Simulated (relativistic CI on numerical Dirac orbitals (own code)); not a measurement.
# Hyperfine structure of Tl LXIII, mass number 205

Calculated at this level of theory: Dirac-Coulomb-Breit CI, orbitals from a KLI potential per configuration, a model potential for QED, unscaled Slater integrals (own radial code, finite nucleus).

Configuration list (outside the closed core [Ne]): 3s2 3p6 3d, 3s2 3p5 3d2, 3s 3p6 3d2, 3s2 3p6 4s, 3s2 3p6 4p, 3s2 3p6 4d, 3s2 3p5 3d 4s, 3s2 3p6 4f, 3s2 3p5 3d 4p, 3p6 3d3, 3p5 3d4, 3p5 3d3 4s. Double excitations out of closed p, d and f shells are left out; levels of such configurations are missing from the list, as are those of other unlisted configurations, and high levels can miss mixing partners. These lack a partner that the ground configuration has and come out too high: 3s2 3p5 3d 4p.

Nuclear spin I = 1/2, μ = 1.632 μN (tables of Stone and Pyykkö). The electronic factors are computed for point nuclear moments, without core polarisation or the Bohr-Weisskopf and QED corrections.

| Level | E (eV) | A (GHz) |
| --- | --- | --- |
| 3s2 3p6 3d 2D_3/2 | 0.000 | 502.1 |
| 3s2 3p6 3d 2D_5/2 | 118.173 | 195.3 |
| 3s2 3p5 3d2 4D°_1/2 | 288.513 | 102.3 |
| 3s2 3p5 3d2 4G°_9/2 | 401.216 | 490.1 |
| 3s2 3p5 3d2 2H°_11/2 | 413.564 | 473.1 |

Levels with J = 0, under 50 % of one LS term, or S terms without an open s electron are left out. Small factors come from cancelling terms and can be off by tens of per cent or more.

At this charge energies of transitions that change n are usually good to better than 1 %, and those within a shell (Δn = 0) to a few per cent.

**Question.** Give the hyperfine levels of 3s2 3p6 3d 2D_3/2 relative to its centre of gravity.

**Answer.** With K = F(F + 1) − I(I + 1) − J(J + 1), E = AK/2: F = 1: -627.7, F = 2: 376.6 GHz.

LS names give the leading component of a level, which can be under half, so a name can repeat, a term be missing and a line seem to break the LS rules.
